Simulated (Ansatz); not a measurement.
Computed with Ansatz on PBE0-D4/def2-TZVP structures; ΔE is electronic, products minus reactants. CBS: MP2 limit from def2 TZ/QZ plus the TZ coupled-cluster correction, frozen cores. Functionals use def2-TZVPP. HSE06 is defined as in plane-wave codes. Elements past krypton have def2 core potentials. For Ga, Te outer-core shells are correlated without core-valence functions, which leaves a few kJ/mol of doubt a bond. Scalar relativity is left out up to krypton. Each species was taken in one conformer, which may not be the lowest.

`[CH3][Ga]([CH3])[O][SiH3]` + H₂Te → `[CH3][Ga]([CH3])[TeH]` + `O[SiH3]`  (ligand exchange at a Ga–O bond)

`[CH3][Ga]([CH3])[O][SiH3]`:

Z-matrix (Å, degrees):
```
C
Ga 1 1.959
H 1 1.093 2 109.9
H 1 1.090 2 112.2 3 121.1
H 1 1.093 2 109.9 3 -117.7
C 2 1.954 1 133.3 3 -119.9
O 2 1.804 1 114.8 3 59.6
H 6 1.093 2 109.4 1 109.9
H 6 1.092 2 109.7 1 -132.6
H 6 1.090 2 112.6 1 -10.8
Si 7 1.622 2 139.8 1 -0.4
H 11 1.495 7 111.9 2 1.7
H 11 1.489 7 110.5 2 121.8
H 11 1.490 7 110.5 2 -118.3
```

H₂Te:

Z-matrix (Å, degrees):
```
Te
H 1 1.656
H 1 1.656 2 90.4
```

`[CH3][Ga]([CH3])[TeH]`:

Cartesian coordinates in Å:
```
C 1.980 0.083 0.144
Ga 0.071 -0.173 -0.261
C -1.422 0.572 0.779
Te -0.459 -1.613 -2.281
H 2.626 -0.468 -0.539
H 2.191 -0.243 1.166
H 2.231 1.145 0.081
H -1.612 -0.069 1.644
H -2.337 0.625 0.189
H -1.177 1.569 1.152
H -2.093 -1.427 -2.074
```

`O[SiH3]`:

Z-matrix (Å, degrees):
```
Si
O 1 1.648
H 1 1.489 2 111.7
H 1 1.489 2 111.7 3 120.9
H 1 1.481 2 105.9 3 -119.6
H 2 0.957 1 117.9 3 -60.5
```

| level | ΔE (kJ/mol) |
| --- | --- |
| BLYP-D4 | -26.4 |
| HSE06-D4 | -40.1 |
| BLYP | -27.7 |
| SCS-MP2/def2-TZVPP | -26.9 |

(1) What does CCSD(T)/CBS give? (Estimate.)

Largest T1 diagnostic among the species: 0.012.

Results:

(1) Computed: -34.0 kJ/mol. The listed levels differ from it by 7.6, -6.1, 6.3, 7.1 kJ/mol.

From r2SCAN to r2SCAN0 (25 % exact exchange), in def2-TZVPP and without D4, ΔE moves by −3.3 kJ/mol. At CCSD(T), def2-SVP lies +18.5 kJ/mol from the extrapolated value and def2-TZVPP +7.5 kJ/mol.
